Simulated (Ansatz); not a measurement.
C$_{2}$H$_{5}$AlOS$_{2}$, relaxed with RKS PBE-D4/def2-SVP in Ansatz from a rough embedded geometry. The force threshold is 0.03 eV/Å; the program also tests the step.

Charge 0, multiplicity 1. The bonds changed during the relaxation, so this is another structure than the one it started from.

Start:

```xyz
11

C    -0.486    1.540    0.908
Al    0.836    0.042    1.162
O     0.918   -1.480    0.042
C     0.207   -1.751   -1.026
S     0.443   -3.135   -1.878
S    -1.219   -0.741   -1.583
H    -1.503    1.072    0.970
H    -0.327    1.925   -0.118
H    -0.350    2.285    1.607
H     1.880    0.199    2.351
H    -0.399    0.045   -2.435
```

Task: How much energy does the relaxation release, and in how many steps? (An estimate is asked.)

Result: Ansatz gave: 1.93 eV, in 45 steps, 6 of them rejected.

Task: Which bonds change most? (Best estimate.)

Result: Ansatz gave: Al2–S5 from 4.414 to 2.410 Å; C4–S5 from 1.642 to 1.723 Å; C1–H9 from 1.031 to 1.111 Å; C4–S6 from 1.834 to 1.760 Å.

Task: Give the relaxed structure. (An estimate is asked.)

Result: Computed: 
```xyz
11

C    -0.709    1.318    1.470
Al    0.628    0.033    0.840
O     0.681   -0.026   -1.106
C     0.164   -1.190   -1.245
S    -0.303   -2.081    0.153
S    -0.073   -1.884   -2.844
H    -1.672    1.217    0.929
H    -0.354    2.362    1.337
H    -0.918    1.184    2.553
H     2.110   -0.128    1.411
H     0.447   -0.804   -3.498
```
